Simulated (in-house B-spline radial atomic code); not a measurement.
Configurations of Sm, with energies counted from [Xe] 4f6 6s2. Level of theory: scalar-relativistic (X2C) PBE, spin-polarised, spherical fractional occupations, Fermi nucleus of rms radius 5.0819 fm; calculated with a B-spline radial code for spherical atoms. Shells without spins written out take the highest spin.

Occupations are held fixed; configurations that lie above the ionisation limit could autoionise.

| configuration | E - E(ref) (eV) | highest orbital | its <r> (bohr) |
| --- | --- | --- | --- |
| [Xe] 4f(1 up, 5 down) 6s2 | 3.3134 | 4f up | 1.087 |
| [Xe] 4f(3 up, 3 down) 6s2 | 5.9949 | 4f up | 1.019 |
| [Xe] 4f(2 up, 3 down) 5d(0 up, 1 down) 6s2 | 8.584 | 5d down | 2.819 |
| [Kr] 4d(5 up, 4 down) 4f(6 up, 0 down) 5s2 5p6 5d(1 up, 0 down) 6s2 | 126.31 | 5d up | 2.751 |
| [Kr] 4d9 4f6 5s2 5p6 6s2 6p1 | 128.55 | 6p up | 5.02 |
| [Kr] 4d9 4f6 5s2 5p6 6s2 7d1 | 131.89 | 7d up | 19.07 |
| [Kr] 4d(5 up, 4 down) 4f(5 up, 1 down) 5s2 5p6 6s2 7f(0 up, 1 down) | 137.09 | 7f down | 39.29 |
| [Kr] 4d(5 up, 4 down) 4f(3 up, 3 down) 5s2 5p6 6s2 6f(0 up, 1 down) | 141.69 | 6f down | 26.77 |

Question: Order these further configurations by energy, lowest first.
A. [Xe] 4f6 6s1 7s1
B. [Xe] 4f6 6s1 7p1
C. [Kr] 4d10 4f6 5s2 5p5 6s2 7p1
D. [Xe] 4f6 5d1 6s1
E. [Xe] 4f(4 up, 2 down) 6s2

Answer: D (1.2256 eV), A (3.3223 eV), B (3.8843 eV), E (5.3224 eV), C (24.852 eV).

Question: How far above the reference does [Kr] 4d10 4f6 5s2 5p5 6s2 6f1 lie?

Answer: 25.914 eV; its least bound orbital is 6f up with <r> = 26.71 bohr.

Question: How far above the reference does [Xe] 4f6 5f1 6s1 lie?

Answer: 4.5696 eV; its least bound orbital is 5f up with <r> = 16.12 bohr.

Question: How far above the reference does [Xe] 4f5 5f1 6s2 lie?

Answer: 9.5154 eV; its least bound orbital is 5f up with <r> = 15.93 bohr.
